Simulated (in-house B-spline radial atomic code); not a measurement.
A calculation on the iodine ion I³⁺: its settings, and results tabulated from the run. Method: Dirac-Kohn-Sham B3LYP, spherical fractional occupations, exact exchange averaged over the configuration, Fermi nucleus of rms radius 4.75 fm. Calculated with an all-electron radial atomic-structure program (B-spline basis).

Command:
```bash
python run_scf.py task.json out
```
Settings (nuclear radius in fm, mass in u):
```
Z                53
configuration    [Kr] 4d10 5s2 5p2
hamiltonian      dirac
method           b3lyp
spin_polarised   False
nucleus          fermi
rms_radius       4.75
atomic_mass      126.90447
speed_of_light   137.035999084
exact_exchange   averaged over the configuration
```

Output (hartree, bohr):
```
 radial grid: 73 intervals, B-splines of order 8, outer radius 39.1892 bohr

 iter        energy (Eh)    residual
    1       -7107.379639    5.32e-01
    2       -7112.162377    4.43e-01
    3       -7116.833872    7.65e-02
    4       -7116.993087    1.79e-02
    5       -7116.997930    7.34e-03
    6       -7116.999264    2.13e-03
    7       -7116.999377    4.70e-05
    8       -7116.999377    1.22e-05
    9       -7116.999377    1.67e-07

 total energy                     -7116.99938
 kinetic                            7542.6223
 electron-nucleus                 -17236.2517
 Hartree                            2757.5916
 exact exchange                      -35.4670
 exchange-correlation               -145.4945

 first-order corrections (not in the total)
   Gaunt                             6.0379
   retardation                      -0.6228
   frequency dependence             -0.0576
   self-energy                       4.1097
   Uehling                          -0.5611
   Wichmann-Kroll                    0.0128
   recoil                            0.0207

 orbital      occ     eigenvalue          <r>       <r^2>       <1/r>     <1/r^3>     <1/r^2>       r_max    small
 1s1/2      2.000     -1215.3987    0.0272238  0.00100472     56.8322           -     7047.79     0.01754  3.81e-02
 2s1/2      2.000      -189.4848     0.116725   0.0161272     13.2675           -     828.027     0.09924  8.15e-03
 2p1/2      2.000      -177.7805    0.0984793   0.0119329     13.2441           -     265.918     0.07614  8.17e-03
 2p3/2      4.000      -166.7902     0.104155   0.0132183     12.2148      5293.2     203.278     0.08093  7.76e-03
 3s1/2      2.000       -39.5123     0.313538    0.112492     4.73398           -     166.932      0.2857  2.42e-03
 3p1/2      2.000       -34.6625     0.303848    0.107303     4.64309           -     53.5188      0.2722  2.36e-03
 3p3/2      4.000       -32.5831     0.315335    0.115354     4.39001      1021.6     41.3425      0.2828  2.25e-03
 3d3/2      4.000       -24.0518     0.286287    0.097066     4.24238     161.003     22.6443      0.2299  2.13e-03
 3d5/2      6.000       -23.6157     0.289922   0.0994019     4.17727     148.922     21.8136      0.2329  2.09e-03
 4s1/2      2.000        -8.0475     0.739612    0.617982     1.89955           -     36.1966      0.6805  6.88e-04
 4p1/2      2.000        -6.3364     0.772542    0.680042     1.78869           -     11.1331      0.6985  6.25e-04
 4p3/2      4.000        -5.9287     0.800272    0.729577     1.70768     198.311     8.66327      0.7226  5.91e-04
 4d3/2      4.000        -3.1627      0.90901    0.964728      1.4593     23.9309     3.94563      0.7724  4.51e-04
 4d5/2      6.000        -3.0983     0.920113    0.988371     1.43862     21.9136     3.79482      0.7811  4.42e-04
 5s1/2      2.000        -1.7544      1.83426      3.7695    0.713152           -     5.80385       1.653  1.35e-04
 5p1/2      0.667        -1.3429      2.07072     4.82202    0.625377           -     1.61942       1.841  1.07e-04
 5p3/2      1.333        -1.2894      2.14005     5.14636    0.602081     26.0905     1.28515       1.906  1.01e-04
```

Run time, properties included: 1.7 s on 1 thread of Intel(R) Xeon(R) 6975P-C (shared host).

For the Dirac Hamiltonian the kinetic term is c α·p + (β - 1)c².
